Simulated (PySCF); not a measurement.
A run for PySCF: R-BP86/6-31G* on C2H4 (SMILES C=C).

```python
from pyscf import gto, scf, dft, mp
from pyscf.data.elements import chemcore

mol = gto.M(
    atom='''
    C    -0.71717062   -0.18805944   -0.11772165
    C     0.60375130   -0.08714728   -0.16158832
    H    -1.35697086    0.68496608   -0.16386094
    H    -1.21262086   -1.14800056   -0.03566347
    H     1.24347342   -0.96032934   -0.11735052
    H     1.09921932    0.87263348   -0.24540034
    ''',
    basis='6-31g*',
    cart=True,
    charge=0, spin=0, verbose=3, max_memory=1800)
mf = dft.RKS(mol, xc='b88,p86')
mf.conv_tol = 1e-8
mf.max_cycle = 100
mf.kernel()
if not mf.converged:
    mf = mf.newton().run(mf.mo_coeff, mf.mo_occ)
```

It printed:

```
converged SCF energy = -78.5785576165451
```

Self-consistency was reached.

Cost: about 0.9 core-seconds (a rough figure).
